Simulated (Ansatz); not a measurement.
Compare A (`C[SiH2]/N=C/F`) with its isomer B (`CN1[SiH2]C1F`).

Isolated molecules relaxed with PBE0-D4/def2-TZVP in Ansatz; ΔE leaves out vibrations. CBS: MP2 limit from def2 TZ/QZ plus the TZ coupled-cluster correction, frozen cores. Functionals use def2-TZVPP. B3LYP here is the variant with VWN-RPA as its local correlation; programs differ in this. Each species was taken in one conformer, which may not be the lowest.

(1) Which is lower in electronic energy at CCSD(T)/CBS, and by how much? (Best estimate.)

(2) Give E(B) − E(A) in kJ/mol with CCSD/def2-TZVPP, B3LYP-D4, MP2/def2-TZVPP, PBE0-D4, B2PLYP, CCSD(T)/def2-TZVPP, HF/def2-TZVPP. (Estimate.)

Largest T1 diagnostic: 0.013.

## Answers

(1) The calculation gave: A, by 173.6 kJ/mol.

(2) Ansatz gave: CCSD/def2-TZVPP 178.6, B3LYP-D4 175.3, MP2/def2-TZVPP 175.7, PBE0-D4 159.1, B2PLYP 179.2, CCSD(T)/def2-TZVPP 177.8, HF/def2-TZVPP 202.6. None reverses the order clearly.

In def2-TZVPP, CCSD(T) changes the Hartree–Fock value by −24.8 kJ/mol (the triples alone add −0.8 kJ/mol) and MP2 by −26.9 kJ/mol.
